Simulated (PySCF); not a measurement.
Excitation energy of Ti²⁺ by level of theory

Ti²⁺ [Ar] 3d2 (3F) → Ti²⁺ [Ar] 3d1 4p1 (high-spin determinant), as a difference of total energies. Calculation: PySCF 2.14, in x2c-TZVPPall with one added diffuse shell each of s, p, d, f type (7s6p5d3f1g, 80 functions); the spin-free X2C one-electron Hamiltonian (Gaussian nucleus). Correlated levels: valence: [Ar] frozen; valence and next inner shell: [Ne] frozen. The calculations carry no spin-orbit coupling.

| method | excitation energy (eV) |
| --- | --- |
| UHF | 9.181 |
| LDA | 9.400 |
| PBE | 9.336 |
| PBE0 | 9.456 |
| r2SCAN | 9.656 |
| wB97X | 9.715 |
| TPSS | 9.551 |
| B97-3 | 9.510 |
| MN15 | 9.206 |
| MP2 (valence) | 9.245 |
| SCS-MP2 (valence) | 9.202 |
| MP2 (valence and next inner shell) | 9.293 |
| SCS-MP2 (valence and next inner shell) | 9.285 |

Task: How much does correlation contribute at MP2 (valence and next inner shell)?

Result: 9.293 − (9.181) = 0.112 eV, measured against UHF.

A first-order spin-orbit estimate (lowest level to lowest level, LS coupling) adds -0.018 eV.

The determinant of the upper state mixes LS terms, which raises its energy above the lowest term, most at the Hartree-Fock and MP2 levels.
